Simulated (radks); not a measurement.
Spherical quantum dot in the effective-mass picture: electrons in a parabolic well V = omega^2 r^2 / 2 with omega = 0.805, all in effective atomic units (hartree* = m*/eps^2 hartree, bohr* = eps/m* bohr), one dielectric constant everywhere. Method: non-relativistic Kohn-Sham, r2SCAN, spin-polarised, spherical densities, generalised Kohn-Sham scheme; computed with a radial shooting solver with Libxc functionals. Levels are named by radial order and angular momentum (1s, 1p, 1d, 2s, ...), and open shells are averaged over m. Results are scaled to m* = 0.12 and eps = 4.8, for which hartree* = 141.7 meV and bohr* = 2.117 nm. Each electron was tried in the lowest free levels, single moves between levels near the top were tried too, and the lowest total energy was kept; such a search can miss a lower state. The series stops at N = 36: beyond it a trial failed or the search could not be trusted, so later rows were left out. At N = 1 the Hartree and exchange-correlation terms need not cancel, so that row can carry a self-interaction error.

\begin{tabular}{lrrrrrrr}
N & open shells & 2S & E (meV) & mu = E(N) - E(N-1) (meV) & addition energy mu(N+1) - mu(N) (meV) & e(HOMO) (meV) & rms radius (nm) \\ \hline
1 & 1s(up 1, down 0) & 1 & 171.309 & 171.31 & 92.33 & 204.92 & 2.890 \\
2 & none & 0 & 434.947 & 263.64 & 162.9 & 295.52 & 3.094 \\
3 & 1p(up 1, down 0) & 1 & 861.490 & 426.54 & 55.60 & 453.78 & 3.502 \\
4 & 1p(up 2, down 0) & 2 & 1343.63 & 482.14 & 57.59 & 510.83 & 3.740 \\
5 & 1p(up 3, down 0) & 3 & 1883.37 & 539.74 & 79.72 & 568.59 & 3.915 \\
6 & 1p(up 3, down 1) & 2 & 2502.84 & 619.46 & 50.38 & 644.33 & 4.076 \\
7 & 1p(up 3, down 2) & 1 & 3172.68 & 669.84 & 51.86 & 695.64 & 4.211 \\
8 & none & 0 & 3894.39 & 721.71 & 130.9 & 747.79 & 4.331 \\
9 & 1d(up 1, down 0) & 1 & 4747.00 & 852.61 & 45.66 & 875.36 & 4.496 \\
10 & 1d(up 2, down 0) & 2 & 5645.27 & 898.27 & 45.88 & 921.22 & 4.638 \\
11 & 1d(up 3, down 0) & 3 & 6589.42 & 944.16 & 45.74 & 967.07 & 4.764 \\
12 & 1d(up 4, down 0) & 4 & 7579.32 & 989.90 & 45.42 & 1012.7 & 4.877 \\
13 & 1d(up 5, down 0) & 5 & 8614.64 & 1035.3 & 63.15 & 1057.9 & 4.982 \\
14 & 1d(up 5, down 1) & 4 & 9713.10 & 1098.5 & 41.72 & 1119.2 & 5.083 \\
15 & 1d(up 5, down 2) & 3 & 10853.3 & 1140.2 & 42.08 & 1161.2 & 5.176 \\
16 & 1d(up 5, down 3) & 2 & 12035.5 & 1182.3 & 42.12 & 1203.3 & 5.265 \\
17 & 1d(up 5, down 4) & 1 & 13259.9 & 1224.4 & 41.98 & 1245.4 & 5.348 \\
18 & none & 0 & 14526.3 & 1266.4 & 53.35 & 1287.3 & 5.428 \\
19 & 2s(up 1, down 0) & 1 & 15846.0 & 1319.7 & 51.24 & 1340.1 & 5.506 \\
20 & none & 0 & 17216.9 & 1370.9 & 85.62 & 1390.2 & 5.583 \\
21 & 1f(up 1, down 0) & 1 & 18673.5 & 1456.6 & 38.03 & 1475.6 & 5.669 \\
22 & 1f(up 2, down 0) & 2 & 20168.1 & 1494.6 & 37.95 & 1513.6 & 5.751 \\
23 & 1f(up 3, down 0) & 3 & 21700.6 & 1532.6 & 37.81 & 1551.5 & 5.829 \\
24 & 1f(up 4, down 0) & 4 & 23271.0 & 1570.4 & 37.62 & 1589.2 & 5.904 \\
25 & 1f(up 5, down 0) & 5 & 24879.0 & 1608.0 & 37.41 & 1626.7 & 5.976 \\
26 & 1f(up 6, down 0) & 6 & 26524.4 & 1645.4 & 37.18 & 1664.0 & 6.045 \\
27 & 1f(up 7, down 0) & 7 & 28206.9 & 1682.6 & 50.59 & 1701.1 & 6.111 \\
28 & 1f(up 7, down 1) & 6 & 29940.1 & 1733.2 & 35.47 & 1750.9 & 6.177 \\
29 & 1f(up 7, down 2) & 5 & 31708.7 & 1768.6 & 35.48 & 1786.4 & 6.240 \\
30 & 1f(up 7, down 3) & 4 & 33512.8 & 1804.1 & 35.41 & 1821.8 & 6.302 \\
31 & 1f(up 7, down 4) & 3 & 35352.4 & 1839.5 & 35.31 & 1857.2 & 6.362 \\
32 & 1f(up 7, down 5) & 2 & 37227.2 & 1874.8 & 35.17 & 1892.4 & 6.420 \\
33 & 1f(up 7, down 6) & 1 & 39137.2 & 1910.0 & 35.01 & 1927.5 & 6.476 \\
34 & none & 0 & 41082.2 & 1945.0 & 52.38 & 1962.5 & 6.532 \\
35 & 2p(up 1, down 0) & 1 & 43079.6 & 1997.4 & 34.28 & 2014.5 & 6.587 \\
36 & 2p(up 2, down 0) & 2 & 45111.2 & 2031.7 & - & 2048.9 & 6.642 \\
\end{tabular}

All shells are closed at N = 2, 8, 18, 20, 34 (there: 1s2 1p6 1d10 2s2 1f14); the second difference of the energy has clear peaks (12 % above both neighbours; the first and last values, which can be the largest, are not judged, and half-filled shells can peak too) at N = 2, 5, 8, 13, 20, 27, 34.
